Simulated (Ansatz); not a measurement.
Si(eta1-allyl)H3 (C₃H₈Si), 12 atoms. Hardware: 4 threads of Intel Xeon on a shared host.

Correlated methods freeze 8 core orbitals.

Task: How many basis functions does each of these Ansatz runs have, and roughly what does it cost? r2SCAN-D4/def2-TZVP, charge 0 triplet at the geometry of the charge 0 singlet, energy, from earlier orbitals; PBE0-D4/def2-SVP, charge 0 singlet, energy, from earlier orbitals; HF/def2-TZVP, charge 0 singlet, energy, from earlier orbitals; r2SCAN-D4/def2-TZVP, charge 0 singlet, energy, from earlier orbitals; PBE0-D4/def2-TZVPD, charge 0 singlet, energy, from earlier orbitals; PBE0-D4/def2-TZVP, charge 1 doublet at the geometry of the charge 0 singlet, energy, from earlier orbitals; r2SCAN-D4/def2-TZVPD, charge -1 doublet at the geometry of the charge 0 singlet, energy, from earlier orbitals; PBE-QIDH/def2-TZVP, charge 0 singlet, energy and forces, from earlier orbitals; B2PLYP/def2-TZVP, charge 0 singlet, energy, from earlier orbitals; PBE0-D4/def2-SVP, charge 0 singlet, relaxation, 8 steps; MP2/def2-TZVP, charge 0 singlet, energy, from earlier orbitals; PBE0-D4/def2-SVP, charge -1 doublet at the geometry of the charge 0 singlet, energy with a search over starts.

Result: Other jobs shared the machine, so times can vary by a factor of up to 3. A dash marks memory too small to be measured apart from the calling script's.

| run | functions | fitting or Cholesky vectors | wall time | peak host memory (GiB) |
| --- | --- | --- | --- | --- |
| HF/def2-TZVP, charge 0 singlet, energy, from earlier orbitals | 178 | 1359 | 2.1 s | – |
| PBE0-D4/def2-SVP, charge 0 singlet, energy, from earlier orbitals | 100 | 1134 | 2.2 s | – |
| MP2/def2-TZVP, charge 0 singlet, energy, from earlier orbitals | 178 | 1206 | 3.9 s | – |
| r2SCAN-D4/def2-TZVP, charge 0 singlet, energy, from earlier orbitals | 178 | 1144 | 3.9 s | – |
| PBE0-D4/def2-TZVPD, charge 0 singlet, energy, from earlier orbitals | 226 | 1226 | 6 s | – |
| B2PLYP/def2-TZVP, charge 0 singlet, energy, from earlier orbitals | 178 | 1206 | 7 s | – |
| PBE0-D4/def2-TZVP, charge 1 doublet at the geometry of the charge 0 singlet, energy, from earlier orbitals | 178 | 1160 | 7 s | – |
| PBE0-D4/def2-SVP, charge -1 doublet at the geometry of the charge 0 singlet, energy with a search over starts | 100 | 1018 | 9 s | – |
| r2SCAN-D4/def2-TZVP, charge 0 triplet at the geometry of the charge 0 singlet, energy, from earlier orbitals | 178 | 1144 | 9.5 s | – |
| PBE-QIDH/def2-TZVP, charge 0 singlet, energy and forces, from earlier orbitals | 178 | 1206 | 14 s | 0.59 |
| PBE0-D4/def2-SVP, charge 0 singlet, relaxation, 8 steps | 100 | 1107 | 25 s | – |
| r2SCAN-D4/def2-TZVPD, charge -1 doublet at the geometry of the charge 0 singlet, energy, from earlier orbitals | 226 | 1205 | 33 s | 0.71 |
